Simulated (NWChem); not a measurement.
System: dimethyl carbonate (C₃H₆O₃); SMILES COC(=O)OC

The following NWChem deck was run.

```
start job
memory heap 200 mb stack 900 mb global 1100 mb
geometry units angstroms noautoz
  C     -2.315856    -0.001665    -0.019089
  O     -1.077779    -0.000858    -0.704061
  C      0.000000     0.000000     0.072178
  O      0.000000     0.000000     1.274533
  O      1.077779     0.000858    -0.704061
  C      2.315856     0.001665    -0.019089
  H     -2.417816     0.892261     0.614164
  H     -3.092661    -0.005370    -0.792603
  H     -2.414098    -0.892663     0.618844
  H      3.092661     0.005370    -0.792603
  H      2.417816    -0.892261     0.614164
  H      2.414098     0.892663     0.618844
end
basis spherical
  * library 6-31g*
end
dft
  xc b3lyp
  iterations 150
end
tddft
  cis
  nroots 6
  notriplet
end
task tddft energy
```

Output (shortened):

```
             Northwest Computational Chemistry Package (NWChem) 7.3.0
             --------------------------------------------------------

 C2  symmetry detected

                             Geometry "geometry" -> ""
                             -------------------------

 Output coordinates in angstroms (scale by  1.889725989 to convert to a.u.)

  No.       Tag          Charge          X              Y              Z
 ---- ---------------- ---------- -------------- -------------- --------------
    1 C                    6.0000    -2.31585660     0.00003540    -0.01942438
    2 O                    8.0000    -1.07777934    -0.00006665    -0.70439638
    3 C                    6.0000     0.00000000     0.00000000     0.07184263
    4 O                    8.0000     0.00000000     0.00000000     1.27419763
    5 O                    8.0000     1.07777934     0.00006665    -0.70439638
    6 C                    6.0000     2.31585660    -0.00003540    -0.01942438
    7 H                    1.0000    -2.41716021     0.89403603     0.61382863
    8 H                    1.0000    -3.09266411    -0.00309923    -0.79293838
    9 H                    1.0000    -2.41475278    -0.89089022     0.61850863
   10 H                    1.0000     3.09266411     0.00309923    -0.79293838
   11 H                    1.0000     2.41716021    -0.89403603     0.61382863
   12 H                    1.0000     2.41475278     0.89089022     0.61850863

 Effective nuclear repulsion energy (a.u.)     253.4105192478

      Symmetry information
      --------------------

 Group name             C2
 Group number              4
 Group order               2
 No. of unique centers     7

                                 NWChem DFT Module
                                 -----------------

 Summary of "ao basis" -> "ao basis" (spherical)
 ------------------------------------------------------------------------------
       Tag                 Description            Shells   Functions and Types
 ---------------- ------------------------------  ------  ---------------------
 C                           6-31g*                  6       14   3s2p1d
 O                           6-31g*                  6       14   3s2p1d
 H                           6-31g*                  2        2   2s

      Symmetry analysis of basis
      --------------------------

        a          50
        b          46

            General Information
            -------------------
          SCF calculation type: DFT
          Wavefunction type:  closed shell.
          No. of atoms     :    12
          No. of electrons :    48
           Alpha electrons :    24
            Beta electrons :    24
          Charge           :     0
          Spin multiplicity:     1
          Use of symmetry is: off; symmetry adaption is: on
          Maximum number of iterations: 150
          AO basis - number of functions:    96
                     number of shells:    48
          Convergence on energy requested:  1.00D-06
          Convergence on density requested:  1.00D-05
          Convergence on gradient requested:  5.00D-04

              XC Information
              --------------
                         B3LYP Method XC Potential
                     Hartree-Fock (Exact) Exchange  0.200
                        Slater Exchange Functional  0.800 local
                    Becke 1988 Exchange Functional  0.720 non-local
              Lee-Yang-Parr Correlation Functional  0.810
                  VWN I RPA Correlation Functional  0.190 local

             Grid Information
             ----------------
          Grid used for XC integration:  medium
          Radial quadrature: Mura-Knowles
          Angular quadrature: Lebedev.
          Tag              B.-S. Rad. Rad. Pts. Rad. Cut. Ang. Pts.
          ---              ---------- --------- --------- ---------
          C                   0.70       49          12.0       434
          O                   0.60       49          10.0       434
          H                   0.35       45          13.0       434
          Grid pruning is: on
          Number of quadrature shells:   564
          Spatial weights used:  Erf1

      Superposition of Atomic Density Guess
      -------------------------------------

 Sum of atomic energies:        -340.23321438

      Non-variational initial energy
      ------------------------------

 Total energy =    -343.355729
 1-e energy   =    -967.541240
 2-e energy   =     370.774992
 HOMO         =      -0.357525
 LUMO         =       0.105323

      Symmetry analysis of molecular orbitals - initial
      -------------------------------------------------

  Numbering of irreducible representations:

     1 a           2 b

  Orbital symmetries:

     1 a           2 a           3 b           4 b           5 a
     6 a           7 a           8 b           9 a          10 a
    11 b          12 a          13 b          14 a          15 b
    16 a          17 a          18 b          19 b          20 b
    21 a          22 b          23 b          24 a          25 b
    26 a          27 a          28 b          29 b          30 a
    31 a          32 b          33 b          34 a

 !! scf_movecs_sym_adapt:   11 vectors were symmetry contaminated

  Symmetry fudging

   convergence    iter        energy       DeltaE   RMS-Dens  Diis-err
 ---------------- ----- ----------------- --------- --------- ---------
 d= 0,ls=0.0,diis     1   -343.4348461499 -5.97D+02  1.60D-02  1.51D+00

 !! scf_movecs_sym_adapt:   11 vectors were symmetry contaminated

  Symmetry fudging
 d= 0,ls=0.0,diis     2   -343.2116333021  2.23D-01  1.12D-02  4.11D+00

 !! scf_movecs_sym_adapt:    8 vectors were symmetry contaminated

  Symmetry fudging

 !! scf_movecs_sym_adapt:    2 vectors were symmetry contaminated

 d= 0,ls=0.0,diis     3   -343.5833083759 -3.72D-01  3.23D-03  1.84D-01

 !! scf_movecs_sym_adapt:    9 vectors were symmetry contaminated

  Symmetry fudging
 d= 0,ls=0.0,diis     4   -343.5959870596 -1.27D-02  1.15D-03  5.50D-02

 !! scf_movecs_sym_adapt:    6 vectors were symmetry contaminated

  Symmetry fudging
 d= 0,ls=0.0,diis     5   -343.6009160733 -4.93D-03  2.38D-04  1.36D-03
  Resetting Diis
 d= 0,ls=0.0,diis     6   -343.6010416997 -1.26D-04  4.90D-05  3.36D-05
 d= 0,ls=0.0,diis     7   -343.6010459497 -4.25D-06  1.04D-05  8.18D-07
 d= 0,ls=0.0,diis     8   -343.6010459161  3.36D-08  5.72D-06  1.17D-06

         Total DFT energy =     -343.601045916063
      One electron energy =     -971.228976405917
           Coulomb energy =      418.581075772749
    Exchange-Corr. energy =      -44.363664530654
 Nuclear repulsion energy =      253.410519247759

 Numeric. integr. density =       47.999998245098

                  Occupations of the irreducible representations
                  ----------------------------------------------

                     irrep           alpha         beta
                     --------     --------     --------
                     a                13.0         13.0
                     b                11.0         11.0

                       DFT Final Molecular Orbital Analysis
                       ------------------------------------

 Vector   22  Occ=2.000000D+00  E=-3.051344D-01  Symmetry=b
              MO Center=  6.7D-16,  6.7D-13,  4.2D-01, r^2= 2.5D+00
   Bfn.  Coefficient  Atom+Function         Bfn.  Coefficient  Atom+Function
  ----- ------------  ---------------      ----- ------------  ---------------
    46      0.460652   4 O  py               50      0.333469   4 O  py
    18     -0.300524   2 O  py               60     -0.300524   5 O  py
    22     -0.231093   2 O  py               64     -0.231093   5 O  py
    86      0.099923   7 H  s                90     -0.099968   9 H  s
    94     -0.099923  11 H  s                96      0.099968  12 H  s

[...]

                                NWChem TDDFT Module
                                -------------------

            General Information
            -------------------
           No. of orbitals :     192
            Alpha orbitals :      96
             Beta orbitals :      96
        Alpha frozen cores :       0
         Beta frozen cores :       0
     Alpha frozen virtuals :       0
      Beta frozen virtuals :       0
         Spin multiplicity :       1
    Number of AO functions :      96
        Use of symmetry is : off
      Symmetry adaption is : on
         Schwarz screening :  0.10D-07

              XC Information
              --------------
                  B3LYP Method XC Potential
              Hartree-Fock (Exact) Exchange   0.20
                 Slater Exchange Functional   0.80 local
             Becke 1988 Exchange Functional   0.72 non-local
       Lee-Yang-Parr Correlation Functional   0.81
           VWN I RPA Correlation Functional   0.19 local

             TDDFT Information
             -----------------
          Calculation type : Tamm-Dancoff TDDFT
         Wavefunction type : Restricted singlets
          No. of electrons :      48
           Alpha electrons :      24
            Beta electrons :      24
              No. of roots :       6
          Max subspacesize :    5200
            Max iterations :     100
               Target root :       1
           Target symmetry : none
      Symmetry restriction : off
                 Algorithm : Optimal
        Davidson threshold :  0.10D-03

    6 smallest eigenvalue differences (eV)
--------------------------------------------------------
  No. Spin  Occ  Vir  Irrep   E(Occ)    E(Vir)   E(Diff)
--------------------------------------------------------
    1    1   24   25 a        -0.284     0.046     8.981
    2    1   23   25 b        -0.303     0.046     9.511
    3    1   22   25 a        -0.305     0.046     9.556
    4    1   24   26 b        -0.284     0.100    10.458
    5    1   21   25 b        -0.356     0.046    10.932
    6    1   24   27 a        -0.284     0.119    10.967
--------------------------------------------------------

  Entering Davidson iterations
  Restricted singlet excited states

  Iter   NTrls   NConv    DeltaV     DeltaE      Time
  ----  ------  ------  ---------  ---------  ---------
    1      6       0     0.30E+00   0.10+100       12.1
    2     12       0     0.91E-01   0.57E-01       13.0
    3     18       0     0.14E-01   0.74E-02       12.6
    4     24       0     0.60E-02   0.34E-03       11.9
    5     30       1     0.35E-01   0.74E-02       12.3
    6     35       2     0.25E-01   0.42E-02       10.7
    7     39       5     0.79E-02   0.14E-02       10.1
    8     40       5     0.37E-02   0.17E-03        5.4
    9     41       5     0.12E-02   0.29E-04        7.8
   10     42       5     0.36E-03   0.24E-05        7.1
   11     43       6     0.92E-04   0.19E-06        5.5
  ----  ------  ------  ---------  ---------  ---------
  Convergence criterion met

  Ground state a        -343.601045916063 a.u.

  ----------------------------------------------------------------------------
  Root   1 singlet a              0.257911966 a.u.                7.0181 eV
  ----------------------------------------------------------------------------
     Transition Moments    X -0.00000   Y -0.00000   Z -0.00026
     Dipole Oscillator Strength                    0.0000000113
     Electric Quadrupole                           0.0000000011
     Magnetic Dipole                               0.0000011910
     Total Oscillator Strength                     0.0000012033

     Occ.   24  b   ---  Virt.   25  b        0.99723
  ----------------------------------------------------------------------------
  Root   2 singlet b              0.321748108 a.u.                8.7552 eV
  ----------------------------------------------------------------------------
     Transition Moments    X  0.96948   Y -0.00116   Z -0.00000
     Dipole Oscillator Strength                    0.2016040695
     Electric Quadrupole                           0.0000000092
     Magnetic Dipole                               0.0000022882
     Total Oscillator Strength                     0.2016063669

     Occ.   23  a   ---  Virt.   25  b       -0.92270
     Occ.   23  a   ---  Virt.   33  b       -0.05308
     Occ.   24  b   ---  Virt.   26  a        0.33812
     Occ.   24  b   ---  Virt.   28  a        0.08207
     Occ.   24  b   ---  Virt.   34  a        0.07510
  ----------------------------------------------------------------------------
  Root   3 singlet a              0.341689615 a.u.                9.2979 eV
  ----------------------------------------------------------------------------
     Transition Moments    X  0.00000   Y -0.00000   Z  0.44842
     Dipole Oscillator Strength                    0.0458046531
     Electric Quadrupole                           0.0000007045
     Magnetic Dipole                               0.0000000000
     Total Oscillator Strength                     0.0458053576

     Occ.   19  b   ---  Virt.   25  b        0.15685
     Occ.   21  a   ---  Virt.   34  a        0.06588
     Occ.   22  b   ---  Virt.   25  b        0.86408
     Occ.   23  a   ---  Virt.   31  a       -0.07743
     Occ.   24  b   ---  Virt.   27  b       -0.38261
     Occ.   24  b   ---  Virt.   30  b        0.11031
     Occ.   24  b   ---  Virt.   32  b        0.11495
     Occ.   24  b   ---  Virt.   35  b       -0.15355
  ----------------------------------------------------------------------------
  Root   4 singlet b              0.346782240 a.u.                9.4364 eV
  ----------------------------------------------------------------------------
     Transition Moments    X -0.00198   Y -0.09733   Z -0.00000
     Dipole Oscillator Strength                    0.0021907724
     Electric Quadrupole                           0.0000001245
     Magnetic Dipole                               0.0000030803
     Total Oscillator Strength                     0.0021939773

     Occ.   17  a   ---  Virt.   25  b       -0.11821
     Occ.   21  a   ---  Virt.   25  b       -0.98873
  ----------------------------------------------------------------------------
  Root   5 singlet b              0.348047231 a.u.                9.4709 eV
  ----------------------------------------------------------------------------
     Transition Moments    X -1.00006   Y  0.00164   Z  0.00000
     Dipole Oscillator Strength                    0.2320614354
     Electric Quadrupole                           0.0000000489
     Magnetic Dipole                               0.0000000014
     Total Oscillator Strength                     0.2320614857

     Occ.   23  a   ---  Virt.   25  b        0.33278
     Occ.   23  a   ---  Virt.   33  b        0.05206
     Occ.   24  b   ---  Virt.   26  a        0.92925
     Occ.   24  b   ---  Virt.   28  a        0.09915
  ----------------------------------------------------------------------------
  Root   6 singlet b              0.362282700 a.u.                9.8582 eV
  ----------------------------------------------------------------------------
     Transition Moments    X -0.00222   Y -0.32783   Z -0.00000
     Dipole Oscillator Strength                    0.0259580386
     Electric Quadrupole                           0.0000001897
     Magnetic Dipole                               0.0000013838
     Total Oscillator Strength                     0.0259596121

     Occ.   21  a   ---  Virt.   25  b        0.05271
     Occ.   22  b   ---  Virt.   26  a        0.95772
     Occ.   22  b   ---  Virt.   28  a        0.19854
     Occ.   23  a   ---  Virt.   27  b        0.15875
     Occ.   23  a   ---  Virt.   32  b       -0.08986

              Target root =      1
          Target symmetry = none
      Ground state energy =   -343.601045916063
        Excitation energy =      0.257911965744
     Excited state energy =   -343.343133950319

  stored tddft:energy   -343.34313395031910
```

Level: B3LYP/6-31G* (spherical d), TDA. Structure relaxed at the PBE0/def2-SVP level.
